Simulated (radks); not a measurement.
Results of a calculation; reference values are marked as such.
Q: Coherent X-ray form factor from a spherical all-electron density. Code: a radial shooting solver on a logarithmic mesh with Libxc functionals. Model: non-relativistic Kohn-Sham, LDA (Slater exchange, Perdew-Wang correlation), spin-polarised, spherical densities, point nucleus.

| sin(theta)/lambda (1/angstrom) | f0 (electrons) |
|---|---|
| 0.05 | 3.711 |
| 0.1 | 3.077 |
| 0.15 | 2.473 |
| 0.2 | 2.064 |
| 0.25 | 1.826 |
| 0.3 | 1.685 |
| 0.4 | 1.507 |
| 0.5 | 1.346 |
| 0.6 | 1.177 |
| 0.8 | 0.860 |
| 1 | 0.609 |
| 1.25 | 0.394 |
| 1.5 | 0.258 |
| 2 | 0.118 |

The species is in the configuration that NIST lists as its ground one. Which atom or ion scatters so?

A: Neutral beryllium, [He] 2s2. Extrapolating in s^2 from the first two rows gives f0(0) = 3.9, near the electron count 4; among species with that count, the fall with angle is slower the higher Z, and the table is that of Z = 4; from so few rows the species is fixed only to a neighbour or two.
